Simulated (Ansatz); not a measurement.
Ansatz (a first-principles code) input file for C2H4I, SMILES I[CH]C, multiplicity 2, PBE0-D3(BJ)/def2-SVP. 

Ansatz 0.2 input:
```yaml
crystal:
  periodic: [false, false, false]
  atoms:
    - {symbol: C, position_ang: [-2.40763700, 0.27309907, 0.56863336]}
    - {symbol: C, position_ang: [-1.06007760, 0.86889315, 0.59009898]}
    - {symbol: I, position_ang: [0.56696840, -0.17278177, -0.17438722]}
    - {symbol: H, position_ang: [-3.04679368, 0.79328123, 1.28244948]}
    - {symbol: H, position_ang: [-2.88170058, 0.36211213, -0.41753402]}
    - {symbol: H, position_ang: [-2.37779025, -0.78637759, 0.82021225]}
    - {symbol: H, position_ang: [-0.93675300, 1.93646451, 0.60500101]}
basis:
  gaussian:
    orbitals: def2-SVP
hamiltonian:
  xc: pbe0
  dispersion: d3bj
magnetization: {spin_polarized: true, initial_magnetization: 1}
relax: {f_tol: 0.002, max_steps: 200}
```

Program output:

```
WARN ansatz: RAYON_NUM_THREADS=1 ignored (pool sized by the plan → 1); use --threads N
Functional definition: PBE0
integrals: 0.03 GiB planned
924 factors; integrals over basis functions are off by at most 3.7e-4 eV
mean field: 0.39 GiB planned
mean field evaluation 1: about -10227.7769 eV, gradient 3.4e1 eV
mean field evaluation 2: about -10220.6638 eV, gradient 4.8e1 eV
mean field evaluation 4: about -10234.5324 eV, gradient 3.2e0 eV
mean field evaluation 8: about -10234.6208 eV, gradient 2.2e-1 eV
mean field evaluation 16: about -10234.6215 eV, gradient 1.4e-4 eV
mean field -10234.62154060 eV, -376.1154043416 hartree, gradient 7.6e-5 eV, S^2 0.755666; 0 other end points of the search recorded, 0 dependent functions left out
the calculation of the forces begins
reference -10234.62156286 eV, -376.1154051596 hartree; 21, 20 occupied and 53, 54 virtual orbitals, 924 factors
relax step   1: F+E_penalty+E_count = -10234.73913803 eV  Δ(F+E_penalty+E_count) = +0.000e0 eV  max|allowed force component| = 6.785e-1 eV/Å  Δτ_max = 0.0000 Å  (30 SCF iters, accepted)
these checks for a lower state are left out or cut short: starts, cluster_reference, orbital_swaps, neighbouring_geometries, increment
integrals: 0.03 GiB planned
924 factors; integrals over basis functions are off by at most 3.8e-4 eV
mean field: 0.39 GiB planned
mean field -10234.63969152 eV, -376.1160713754 hartree, gradient 1.6e-5 eV, S^2 0.755812; 0 other end points of the search recorded, 0 dependent functions left out
the calculation of the forces begins
reference -10234.63971384 eV, -376.1160721958 hartree; 21, 20 occupied and 53, 54 virtual orbitals, 924 factors
relax step   2: F+E_penalty+E_count = -10234.75689447 eV  Δ(F+E_penalty+E_count) = -1.776e-2 eV  max|allowed force component| = 1.150e-1 eV/Å  Δτ_max = 0.0340 Å  (33 SCF iters, accepted)
these checks for a lower state are left out or cut short: starts, cluster_reference, orbital_swaps, neighbouring_geometries, increment
integrals: 0.03 GiB planned
924 factors; integrals over basis functions are off by at most 3.9e-4 eV
mean field: 0.39 GiB planned
mean field evaluation 32: about -10234.6414 eV, gradient 1.5e-5 eV
mean field -10234.64135014 eV, -376.1161323287 hartree, gradient 1.5e-5 eV, S^2 0.755920; 0 other end points of the search recorded, 0 dependent functions left out
the calculation of the forces begins
reference -10234.64137248 eV, -376.1161331496 hartree; 21, 20 occupied and 53, 54 virtual orbitals, 924 factors
relax step   3: F+E_penalty+E_count = -10234.75851122 eV  Δ(F+E_penalty+E_count) = -1.617e-3 eV  max|allowed force component| = 6.553e-2 eV/Å  Δτ_max = 0.0263 Å  (33 SCF iters, accepted)
these checks for a lower state are left out or cut short: starts, cluster_reference, orbital_swaps, neighbouring_geometries, increment
integrals: 0.03 GiB planned
924 factors; integrals over basis functions are off by at most 3.8e-4 eV
mean field: 0.39 GiB planned
mean field -10234.64168295 eV, -376.1161445591 hartree, gradient 6.9e-6 eV, S^2 0.755928; 0 other end points of the search recorded, 0 dependent functions left out
the calculation of the forces begins
reference -10234.64170527 eV, -376.1161453795 hartree; 21, 20 occupied and 53, 54 virtual orbitals, 924 factors
relax step   4: F+E_penalty+E_count = -10234.75884157 eV  Δ(F+E_penalty+E_count) = -3.304e-4 eV  max|allowed force component| = 3.635e-2 eV/Å  Δτ_max = 0.0109 Å  (27 SCF iters, accepted)
these checks for a lower state are left out or cut short: starts, cluster_reference, orbital_swaps, neighbouring_geometries, increment
integrals: 0.03 GiB planned
924 factors; integrals over basis functions are off by at most 3.8e-4 eV
mean field: 0.39 GiB planned
mean field -10234.64169359 eV, -376.1161449501 hartree, gradient 1.6e-5 eV, S^2 0.755884; 0 other end points of the search recorded, 0 dependent functions left out
the calculation of the forces begins
reference -10234.64171583 eV, -376.1161457675 hartree; 21, 20 occupied and 53, 54 virtual orbitals, 924 factors
relax step   5: F+E_penalty+E_count = -10234.75909928 eV  Δ(F+E_penalty+E_count) = -2.577e-4 eV  max|allowed force component| = 5.555e-2 eV/Å  Δτ_max = 0.0322 Å  (33 SCF iters, accepted)
these checks for a lower state are left out or cut short: starts, cluster_reference, orbital_swaps, neighbouring_geometries, increment
integrals: 0.03 GiB planned
924 factors; integrals over basis functions are off by at most 3.8e-4 eV
mean field: 0.39 GiB planned
mean field -10234.64227691 eV, -376.1161663867 hartree, gradient 2.1e-5 eV, S^2 0.755940; 0 other end points of the search recorded, 0 dependent functions left out
the calculation of the forces begins
reference -10234.64229915 eV, -376.1161672042 hartree; 21, 20 occupied and 53, 54 virtual orbitals, 924 factors
relax step   6: F+E_penalty+E_count = -10234.75953810 eV  Δ(F+E_penalty+E_count) = -4.388e-4 eV  max|allowed force component| = 1.167e-2 eV/Å  Δτ_max = 0.0197 Å  (27 SCF iters, accepted)
these checks for a lower state are left out or cut short: starts, cluster_reference, orbital_swaps, neighbouring_geometries, increment
integrals: 0.03 GiB planned
924 factors; integrals over basis functions are off by at most 3.8e-4 eV
mean field: 0.39 GiB planned
mean field -10234.64233854 eV, -376.1161686516 hartree, gradient 8.8e-6 eV, S^2 0.755946; 0 other end points of the search recorded, 0 dependent functions left out
the calculation of the forces begins
reference -10234.64236078 eV, -376.1161694688 hartree; 21, 20 occupied and 53, 54 virtual orbitals, 924 factors
relax step   7: F+E_penalty+E_count = -10234.75958258 eV  Δ(F+E_penalty+E_count) = -4.448e-5 eV  max|allowed force component| = 8.060e-3 eV/Å  Δτ_max = 0.0088 Å  (27 SCF iters, accepted)
these checks for a lower state are left out or cut short: starts, cluster_reference, orbital_swaps, neighbouring_geometries, increment
integrals: 0.03 GiB planned
924 factors; integrals over basis functions are off by at most 3.8e-4 eV
mean field: 0.39 GiB planned
mean field evaluation 64: about -10234.6423 eV, gradient 2.4e-5 eV
mean field -10234.64234043 eV, -376.1161687209 hartree, gradient 2.4e-5 eV, S^2 0.755950; 0 other end points of the search recorded, 0 dependent functions left out
the calculation of the forces begins
reference -10234.64236266 eV, -376.1161695380 hartree; 21, 20 occupied and 53, 54 virtual orbitals, 924 factors
relax step   8: F+E_penalty+E_count = -10234.75958864 eV  Δ(F+E_penalty+E_count) = -6.062e-6 eV  max|allowed force component| = 3.266e-3 eV/Å  Δτ_max = 0.0034 Å  (25 SCF iters, accepted)
these checks for a lower state are left out or cut short: starts, cluster_reference, orbital_swaps, neighbouring_geometries, increment
integrals: 0.03 GiB planned
924 factors; integrals over basis functions are off by at most 3.8e-4 eV
mean field: 0.39 GiB planned
mean field -10234.64233920 eV, -376.1161686760 hartree, gradient 3.0e-5 eV, S^2 0.755947; 0 other end points of the search recorded, 0 dependent functions left out
the calculation of the forces begins
reference -10234.64236144 eV, -376.1161694931 hartree; 21, 20 occupied and 53, 54 virtual orbitals, 924 factors
relax step   9: F+E_penalty+E_count = -10234.75958905 eV  Δ(F+E_penalty+E_count) = -4.060e-7 eV  max|allowed force component| = 6.980e-4 eV/Å  Δτ_max = 0.0004 Å  (22 SCF iters, accepted)
integrals: 0.03 GiB planned
924 factors; integrals over basis functions are off by at most 3.8e-4 eV
mean field: 0.39 GiB planned
mean field -10234.64233920 eV, -376.1161686760 hartree, gradient 3.0e-5 eV, S^2 0.755947; 1 other end points of the search recorded, 0 dependent functions left out
the calculation of the forces begins
reference -10234.64236144 eV, -376.1161694931 hartree; 21, 20 occupied and 53, 54 virtual orbitals, 924 factors
Total energy: -10234.75961128 eV, -376.1204783455 hartree
Atom 0 at    -2.410969     0.270044     0.560487 Å, force    -0.000052     0.000084     0.000007 eV/Å
Atom 1 at    -1.058548     0.868777     0.565565 Å, force     0.000698    -0.000209    -0.000335 eV/Å
Atom 2 at     0.556469    -0.142072    -0.242160 Å, force    -0.000177    -0.000190     0.000116 eV/Å
Atom 3 at    -3.074499     0.838641     1.231471 Å, force    -0.000244     0.000381     0.000420 eV/Å
Atom 4 at    -2.872133     0.282703    -0.446590 Å, force    -0.000276    -0.000023    -0.000607 eV/Å
Atom 5 at    -2.399605    -0.780204     0.892793 Å, force     0.000334    -0.000450     0.000113 eV/Å
Atom 6 at    -0.884498     1.936802     0.712908 Å, force    -0.000283     0.000407     0.000286 eV/Å
Dipole moment:    -0.252219     0.086664     0.034662 e Å
```

Self-consistency was reached.

Cost: roughly 30 core-seconds.
